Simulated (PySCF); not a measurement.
**Spectroscopy problems**

[PySCF 2.14: shieldings: GIAO PBE0/pcSseg-1; GFN2-xTB geometry; relativity neglected; a single conformation; in vacuum; fast rotation and ring inversion assumed for equivalent nuclei]

Referencing at the same level of theory: $^{1}$H and $^{13}$C vs TMS. Where no couplings were computed, multiplicities follow the n + 1 count of equivalent neighbours, and m marks all less simple cases (inequivalent or close neighbours, rings, F or P nearby). Shifts are as computed. Against solution values, carbons near 30 ppm lie about +3 ppm off and those near 130 ppm about +5 ppm. Of 1211 compounds with measured shifts, 218 miss one by over three times the rms of a fit or turn the order of signals round; such compounds aren't used in these exercises. OH and NH positions are gas-phase values without hydrogen bonding to other molecules.

Question: C$_{7}$H$_{10}$N$_{2}$. $^{1}$H NMR (600 MHz, computed): δ 7.33 (s, 1H), 4.53 (m, 1H), 4.45 (m, 1H), 2.12 (m, 2H), 2.00 (m, 2H), 1.13 (t, 3H). $^{13}$C{$^{1}$H} NMR (computed): δ 168.6 (C), 130.4 (CH), 121.1 (C), 100.2 (CH2), 44.5 (CH2), 30.0 (CH2), 17.2 (CH3). What is it?

Answer: SMILES C=C(CCC)/N=C/C#N. The formula gives 4 degrees of unsaturation (no ring in the answer). 7 carbon signals for 7 carbons: no two carbons are equivalent. Carbon types of the structure: 2 × C, 1 × CH, 3 × CH2, 1 × CH3, which accounts for all hydrogens. δC 168.6: fully substituted alkene carbon. δC 130.4: C=N carbon. δC 121.1: nitrile carbon; this is the usual window of a C≡N carbon, which has no attached hydrogen. δC 100.2: terminal =CH2 carbon; the olefinic region.

This is the structure that produced the data.

Question: C$_{5}$H$_{11}$NO$_{2}$Si. $^{1}$H NMR (400 MHz, computed): δ 6.32 (m, 1H), 6.18 (m, 1H), 5.80 (m, 1H), 4.50 (m, 2H), 4.40 (m, 2H), 2.78 (m, 1H), 1.30 (m, 1H), 0.68 (br s, 2H). $^{13}$C{$^{1}$H} NMR (computed): δ 145.0, 141.0, 68.6, 34.9. Identify the compound.

Answer: SMILES C=C[Si]1(N)OCCCO1. The formula gives 2 degrees of unsaturation (1 ring in the answer). 4 carbon signals for 5 carbons: some carbons are equivalent by symmetry or fast rotation. Carbon types of the structure: 1 × CH, 4 × CH2, leaving 2 H on heteroatoms. δC 145.0: alkene CH; an sp2 carbon of a C=C bond. δC 141.0: terminal =CH2 carbon; the olefinic region. δC 68.6: sp3 CH2 bonded to O; pulled downfield by the heteroatom. δH 6.32: hydrogen on an alkene CH; olefinic region.

This is the structure that produced the data.
